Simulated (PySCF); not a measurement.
## From computed data to an observable: dipole moment from atomic charges

Mo(O)(NH)(F)(Me) (CH4FMoNO), SMILES [CH3][Mo](=[NH])(=[O])[F], multiplicity 1. Atoms are numbered in the order given.

```xyz
9

Mo     0.0476    -0.0775    -0.0003
O      1.4477    -0.2091     0.9258
N      0.4720    -0.0148    -1.6803
H      1.2322    -0.0662    -2.3614
F     -1.2403    -1.3787     0.3316
C     -0.7248     1.8340     0.3918
H      0.0092     2.6249     0.1732
H     -1.0018     1.8831     1.4594
H     -1.6152     1.9926    -0.2396
```
Charge 0, spin multiplicity 1.

The structure is a stationary point at r2SCAN-D4/def2-SVP. The spin state was assumed, not searched. The structure was generated by enumeration; whether it is a known compound was not checked. The def2 effective core potentials stand for the cores of Mo; spin–orbit coupling is left out.

Charges (e) from PySCF with PBE/def2-TZVP:

```tsv
atom	Mulliken	ESP fit
Mo1	1.449	1.269
O2	-0.503	-0.444
N3	-0.619	-0.739
H4	0.245	0.391
F5	-0.433	-0.320
C6	-0.602	-0.733
H7	0.158	0.189
H8	0.150	0.191
H9	0.156	0.195
```

The dipole moment of the full density is 1.83 D.

What dipole moment does each set of point charges give, and which comes closer to that of the density?


μ = Σ q r, and 1 e Å = 4.8032 D.
Mulliken: Σ q r = (-0.077, 0.487, -0.175) e Å, |μ| = 2.51 D.
ESP fit: Σ q r = (-0.026, 0.321, -0.222) e Å, |μ| = 1.88 D.
ESP fit comes closer in size. Point charges leave out the atoms' own dipoles (lone pairs, polarised bonds); fits to the potential absorb them, partitions of the density don't.
